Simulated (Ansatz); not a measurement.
Mulliken charges of CH4F2OSi2 (`OC1[SiH2][Si]1(F)F`) from B3LYP/def2-TZVPP in Ansatz (PBE0-D4/def2-TZVP geometry).

```csv
atom,x (Å),y (Å),z (Å),charge (e)
O1,-1.039,0.317,1.668,-0.319
C2,-0.644,0.019,0.366,-0.090
Si3,0.883,-1.019,-0.285,0.076
Si4,0.249,1.055,-0.875,0.723
F5,1.158,2.249,-0.365,-0.300
F6,-0.546,1.601,-2.134,-0.301
H7,-1.219,-0.505,2.134,0.189
H8,-1.458,-0.394,-0.270,0.108
H9,2.078,-1.003,0.596,-0.040
H10,0.620,-2.372,-0.835,-0.047
```

Task: By hand: the dipole of these point charges (1 e Å = 4.8032 D).

Result: Σ q r = (-0.047, -0.561, -0.078) e Å, of length 0.568 e Å = 2.73 D.

Task: How does the dipole of the full density compare? (An estimate is asked.)

Result: Ansatz gave: (-0.063, -0.619, 0.103) e Å, 3.03 D; the point charges give 0.90 times that, at 17° from its direction.

Point charges leave out the atoms' own dipoles, such as those of lone pairs, and Mulliken's split depends on the basis, so the close match here is no proof of good charges.

B3LYP here is the variant with VWN-RPA as its local correlation; programs differ in this.
